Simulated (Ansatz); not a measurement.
Relaxation of the cluster AlCu2⁺ with RKS PBE-D4/def2-TZVP.

```sh
$ ansatz run in.yaml --threads 2 --pin off --events-out ev --progress --plain --max-ram 4352MiB
```

```yaml
crystal:
  periodic: [false, false, false]
  atoms:
    - {symbol: Cu, position_ang: [-2.163940, -0.570430, -0.903780]}
    - {symbol: Cu, position_ang: [2.164170, 0.571240, 0.903940]}
    - {symbol: Al, position_ang: [-0.000240, -0.000810, -0.000160]}
basis:
  gaussian: {orbitals: def2-TZVP}
total_charge: 1
hamiltonian: {xc: pbe, dispersion: d4}
scf: {lower_state_search: "off"}
output: {orbitals: {seedname: orbitals}}
relax: {f_tol: 0.02, max_steps: 100}
```

Run time 4.6 s (2 threads of Arm Neoverse V2 on a shared host).

Positions (Å) and forces (eV/Å) at steps 1, 2, 4 of 4:

```xyz
3
step=1 energy=-95856.1745 eV
Cu   -2.164   -0.570   -0.904    0.598    0.157    0.250
Cu    2.164    0.571    0.904   -0.603   -0.160   -0.252
Al    0.000   -0.001    0.000    0.006    0.003    0.002
3
step=2 energy=-95856.2486 eV
Cu   -2.095   -0.552   -0.875    0.242    0.064    0.101
Cu    2.095    0.553    0.875   -0.243   -0.064   -0.101
Al    0.000    0.000    0.000    0.001    0.001    0.000
3
step=4 energy=-95856.2599 eV
Cu   -2.058   -0.543   -0.860   -0.001    0.000   -0.001
Cu    2.058    0.543    0.860    0.001    0.000    0.001
Al    0.000    0.000    0.000    0.000    0.000    0.000
```

The structure comes from a short search, and lower isomers may exist.
